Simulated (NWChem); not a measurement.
C₃H₇FSi; SMILES C1[SiH](F)CC1

```xyz
12

F     -0.3516     2.0276     0.0000
Si     0.3899     0.5854     0.0000
C     -0.1780    -0.7430     1.2124
C     -0.0734    -1.7368     0.0000
C     -0.1780    -0.7430    -1.2124
H      1.8545     0.8646     0.0000
H      0.4057    -1.0023     2.0993
H     -1.2237    -0.6065     1.5117
H     -0.8389    -2.5204     0.0000
H      0.9032    -2.2336     0.0000
H     -1.2237    -0.6065    -1.5117
H      0.4057    -1.0023    -2.0993
```
Atoms are numbered in this order, from 1.

Program: NWChem. Medium grid unless said otherwise, to which SCAN and Minnesota functionals are sensitive. All runs use the structure optimised with B3LYP/6-31G* (spherical d).

For level RPBE/def2-SVP:

| Item | Value |
|---|---|
| highest occupied level (eV) | -6.73 |
| orbital gap (eV) | 6.95 |
| dipole (D) | 1.51 |

Q: What are these values for level M05-2X/def2-SVP?

A: 
| Quantity | Result |
|---|---|
| highest occupied level (eV) | -9.37 |
| orbital gap (eV) | 11.54 |
| dipole (D) | 1.69 |
